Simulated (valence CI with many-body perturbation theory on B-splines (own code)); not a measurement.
# Questions on Ho³⁶⁺

Method: valence CI with perturbative core correlation (CI+MBPT): three valence electrons over a frozen Dirac-Fock core [Ar] 3d10, a basis of 11 s, 11 p, 10 d, 8 f, 5 g, 2 h functions for each j, with the one-electron correlation potential Σ1 (screened to all orders), the two-electron term Σ2, the three-electron term Σ3, Breit, model QED; selected single and double excitations, second order for the rest, scaled by the run's own slope (own B-spline code, finite nucleus).

No measured spectrum was set against this ion. As an estimate, large intervals hold to a few tenths of a per cent, small ones and those within an open d or f shell to about a per cent.

Levels are named by their leading jj configuration (3d3/2^4 stands for four electrons in 3d with j = 3/2), which in mixed levels can hold well under half, so a name can repeat and another be missing.

Rates and lifetimes use the calculated energies. Strong lines usually hold to 10 to 20 %, long lifetimes can be off by a factor of two.

**Question.** What is the ground level?

**Answer.** (4s^2 4p1/2) J=1/2, composition 99 % 4s²4p ²P°, g = 0.661.

**Question.** Name the longest-lived excited levels whose lifetime is computed, and their main decay.

**Answer.** (4s 4p3/2 4d5/2) J=9/2 at 2609.6 × 10³ cm⁻¹ lives 1.33 μs, mostly by M1 to (4s 4p1/2 4d5/2) J=7/2; (4s^2 4p3/2) J=3/2 at 464.11 × 10³ cm⁻¹ lives 1.09 μs, mostly by M1 to (4s^2 4p1/2) J=1/2.

**Question.** Where does the other parity begin?

**Answer.** At (4s 4p1/2^2) J=1/2, 640.06 × 10³ cm⁻¹.

**Question.** How well does LS coupling describe the low levels?

**Answer.** Among the lowest 20 levels the leading LS term, summed over configurations, holds 65 % on average. For single configurations the figures are 63 % in LS and 86 % in jj coupling. Terms mix most in the J = 3/2 level at 2188.6 × 10³ cm⁻¹, where the leading one holds 30 %.

**Question.** Among levels below 5043.5 × 10³ cm⁻¹, which E1 lines absorb most strongly from the ground level?

**Answer.** to (4s^2 4d3/2) J=3/2 at 6.452 nm, f = 0.776; to (4s 4p1/2 4p3/2) J=1/2 at 8.473 nm, f = 0.381; to (4s 4p1/2 4p3/2) J=3/2 at 8.641 nm, f = 0.371.

**Question.** What is the ionisation energy?

**Answer.** 1599.1 eV; NIST lists 1598 ± 5 eV (theoretical).
